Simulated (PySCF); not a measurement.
A GIAO shielding run with PySCF (density fitting, non-relativistic, gas phase) on SMILES N[SiH2][SiH2]SC1CCCC1, C5H15NSSi2:

```
$ OMP_NUM_THREADS=1 python probes_run.py task.json out

{"job": {"kind": "nmr", "xc": "PBE0", "basis": "pcSseg-1"}, "charge": 0, "multiplicity": 1}
N      4.555375     0.704201     0.497990
Si     3.672180    -0.624928    -0.157493
Si     1.567961     0.253292    -0.432158
S      0.392776    -1.253747    -1.423577
C     -1.351795    -0.873439    -1.028398
C     -1.710944    -1.061797     0.456243
C     -2.431724     0.224655     0.876952
C     -2.942443     0.816547    -0.435351
C     -1.791811     0.542490    -1.398019
H      5.554279     0.616766     0.591031
H      4.191609     1.200111     1.295242
H      3.698073    -1.841988     0.678399
H      4.390454    -0.948906    -1.391064
H      1.457324     1.475454    -1.239081
H      0.847185     0.576742     0.807087
H     -1.889872    -1.600803    -1.639966
H     -2.365018    -1.926698     0.569760
H     -0.822314    -1.242761     1.059916
H     -3.233267     0.031077     1.588191
H     -1.727131     0.919545     1.337142
H     -3.839014     0.287747    -0.763031
H     -3.175098     1.877345    -0.354887
H     -2.076563     0.620455    -2.446236
H     -0.981956     1.248400    -1.207671
```

Hardware: 1 thread of an Arm Neoverse V1, shared host. The job also computes population analyses, field gradients, ring-centre shieldings.

Problem. How large is the calculation?

Solution. 96 electrons, 249 basis functions and 1356 auxiliary functions.

Problem. How long does it take, and how much memory does it need?

Solution. 110 s of wall time, with 13 SCF cycles and 5 response iterations; peak memory 1.2 GiB. Times on a shared host scatter by some tens of per cent.
